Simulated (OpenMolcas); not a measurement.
## Lines of W III: computed and rescaled rates

```yaml
Program: OpenMolcas
Method: "MS-CASPT2, IPEA 0.25 Eh, imaginary shift 0.1 Eh (closed shells correlated: 5s 5p)"
Basis: ANO-RCC-VTZP [8s7p5d3f2g1h]
Scalar_Hamiltonian: DKH2, point nucleus
Active_space: 4 electrons in 10 orbitals (5d 6d)
State_averaging: 2S+1 = 5 even, 5 roots; 2S+1 = 3 even, 45 roots; 2S+1 = 1 even, 50 roots
Spin-orbit_coupling: state interaction with AMFI integrals over the reference wave functions, term energies averaged over their components
```

Rates come from the transition moments of the reference wave functions (E1 and E2 in the length form). At fixed line strength A goes as λ^-3 for E1 and M1 and as λ^-5 for E2, so a rate at the computed wavelength can be rescaled to the measured one. Measured vacuum wavelengths follow from level energies in NIST levels as listed in McCann et al., Mon. Not. R. Astron. Soc. 538, 537 (2025). Branching counts decays inside the model space alone, at computed energies, and the table is only a selection of the M1 lines, drawn from those between levels with measured partners whose computed energy lies within a factor of 1.5 of the measured one.

| Upper | Lower | Type | λ computed (nm) | λ measured (nm) | A computed (s-1) | A rescaled (s-1) | Branching % |
| --- | --- | --- | --- | --- | --- | --- | --- |
| 5d4 5D4 | 5d4 5D3 | M1 | 6319 | 7098 | 9.72e-02 | 6.86e-02 | 100.0 |
| 5d4 5D3 | 5d4 5D2 | M1 | 5153 | 5505 | 3.12e-01 | 2.56e-01 | 100.0 |
| 5d4 5D2 | 5d4 5D1 | M1 | 4332 | 4535 | 6.08e-01 | 5.30e-01 | 100.0 |
| 5d4 5D1 | 5d4 5D0 [68 %] | M1 | 4241 | 4432 | 5.54e-01 | 4.85e-01 | 100.0 |
| 5d4 3H4 [58 %] | 5d4 5D4 | M1 | 1425 | 1663 | 1.91e+00 |  | 77.6 |
| 5d4 3H4 [58 %] | 5d4 5D3 | M1 | 1163 | 1347 | 5.49e-01 |  | 22.4 |
| 5d4 3P0(1) [60 %] | 5d4 5D1 | M1 | 1098 | 1308 | 1.50e+01 |  | 100.0 |
| 5d4 3P1(1) | 5d4 5D2 | M1 | 944.3 | 1188 | 9.13e+00 |  | 89.0 |

Spin-changing lines and M1 lines between different terms are not rescaled, since their strength hangs on the term gaps too.

The largest correction is for 5d4 5D4 → 5d4 5D3 (M1): 9.72e-02 × (6319 / 7098)^3 = 6.86e-02 s-1, a factor of 0.71.

The computed rate and branching of 5d4 5D1 → 5d4 5D0 [68 %] give the upper level a radiative lifetime of 1.000 / 5.54e-01 s-1 = 1.81e+00 s, counting decays inside the model space alone. The rescaled rate gives about 2.1e+00 s.

The computed order of these levels differs from the measured one in 1 place, and where term gaps are wrong the rates of spin-changing lines can be off by large factors.

These are rates of the free ion; in crystals, glasses and complexes forced electric-dipole and non-radiative decay shorten such lifetimes by orders of magnitude. No measured rate stands beside these. Rescaling mends the energy factor alone: line strengths can still be far off where a level mixes with configurations outside the active space, and weak or spin-changing lines hang on small mixing coefficients that depend on the term gaps too, so rescaling need not improve them.

Term energies are means over components that CASPT2 splits; among the terms shown or strongly mixed into the levels shown the widest spread is 330 cm-1 (5d4 3H). Over all roots computed the reference weight is 0.89 to 0.95; the roots of lowest weight are the least certain, and an intruder state may touch them. Active for correlation alone: 6d; no level in the range computed is led by a configuration that fills it, so any true level of that kind is missing. The CASPT2 spread within a term exceeds the gap to the next term for 5d4 3H and 5d4 3F(1), so the order of their levels is uncertain, and so are names and mixing where such terms share a J. Some terms miss by over 15 % even with CASPT2, which points to a basis or an active space too small for the shells correlated. Computed and measured levels are paired by configuration, term and J; levels that our copy of the source lacks, or whose pairing is in doubt (as where it misses far off the trend of its configuration), stay unpaired. Levels of configurations outside the active space are missing.

A share in square brackets marks a mixed level and gives the weight of the term that names it. A number in round brackets counts repeated terms of one configuration in the order of the reference energies.
